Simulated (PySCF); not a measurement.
**Telling isomers of C7H11O2P apart by NMR**

- σ from GIAO-PBE0/pcSseg-1
- GFN2-xTB geometry
- program: PySCF 2.14
- one computed conformer, non-relativistic Hamiltonian, in vacuum, rapidly exchanging positions averaged

δ = σ(ref) − σ, references computed at the same level: 1H, 13C vs TMS. Splittings of carbon signals by F and P are missing where no couplings were computed. Where no couplings were computed, multiplicities follow the n + 1 count of equivalent neighbours, and m marks all less simple cases (inequivalent or close neighbours, rings, F or P nearby). Shifts are as computed. Against solution values, carbons near 30 ppm lie about +3 ppm off and those near 130 ppm about +5 ppm. Of 1211 compounds with measured shifts, 218 miss one by over three times the rms of a fit or turn the order of signals round; such compounds aren't used in these exercises.

(1) Tabulate the signals of `CO[C@H]1C=C[P@@](C)(=O)C=C1`, `CC#CP1(=O)CCOCC1`, `CC(=O)P1CCC(=O)CC1`, `C#CCP1(=O)CCOCC1` and their relative energies.

(2) What is the quickest way to tell CO[C@H]1C=C[P@@](C)(=O)C=C1 from CC(=O)P1CCC(=O)CC1?

(3) What is the quickest way to tell CC#CP1(=O)CCOCC1 from CC(=O)P1CCC(=O)CC1?

(4) What is the quickest way to tell CO[C@H]1C=C[P@@](C)(=O)C=C1 from CC#CP1(=O)CCOCC1?

## Answers

(1) 
```json
{"SMILES": "CO[C@H]1C=C[P@@](C)(=O)C=C1", "carbon types": "5×CH 2×CH3", "δC": "154.7, 136.0, 80.7, 59.7, 19.1", "δH": "7.12 (m, 2H), 6.51 (m, 2H), 3.65 (m, 1H), 3.65 (s, 3H), 1.29 (m, 3H)", "E rel. (kcal/mol)": "24.0"}
{"SMILES": "CC#CP1(=O)CCOCC1", "carbon types": "2×C 4×CH2 1×CH3", "δC": "109.5, 81.6, 69.7, 38.5, 5.3", "δH": "4.33 (m, 2H), 3.55 (m, 2H), 2.17 (s, 3H), 2.04 (m, 2H), 1.77 (m, 2H)", "E rel. (kcal/mol)": "27.2"}
{"SMILES": "CC(=O)P1CCC(=O)CC1", "carbon types": "2×C 4×CH2 1×CH3", "δC": "230.7, 213.8, 38.3, 32.2, 18.2", "δH": "2.50 (m, 3H), 2.31 (m, 4H), 2.16 (m, 4H)", "E rel. (kcal/mol)": "0.0"}
{"SMILES": "C#CCP1(=O)CCOCC1", "carbon types": "1×C 1×CH 5×CH2", "δC": "82.4, 79.2, 67.4, 30.7, 26.0", "δH": "4.38 (m, 2H), 4.19 (m, 2H), 2.76 (m, 2H), 2.37 (m, 2H), 1.58 (t, 1H), 1.24 (m, 2H)", "E rel. (kcal/mol)": "33.5"}
```

Energies are electronic energies at PBE0/pcSseg-1 on these geometries, without zero-point or thermal terms, each for the one conformer computed, which needn't be the lowest.

(2) Both give the same number of carbon signals, but DEPT or the intensities differ. The first has an alkene CH at 154.7 ppm, the second a carbonyl carbon (C) at 230.7 ppm. In the proton spectra the most deshielded non-exchanging signals are 7.12 (m, 2H) and 2.50 (m, 3H).

(3) Both give the same number of carbon signals, with the same numbers of each carbon type, so the positions decide. The first has an alkyne carbon (C) at 109.5 ppm, the second a carbonyl carbon (C) at 230.7 ppm. In the proton spectra the most deshielded non-exchanging signals are 4.33 (m, 2H) and 2.50 (m, 3H).

(4) Both give the same number of carbon signals, but DEPT or the intensities differ. The first has an alkene CH at 154.7 ppm, the second an alkyne carbon (C) at 109.5 ppm. In the proton spectra the most deshielded non-exchanging signals are 7.12 (m, 2H) and 4.33 (m, 2H).
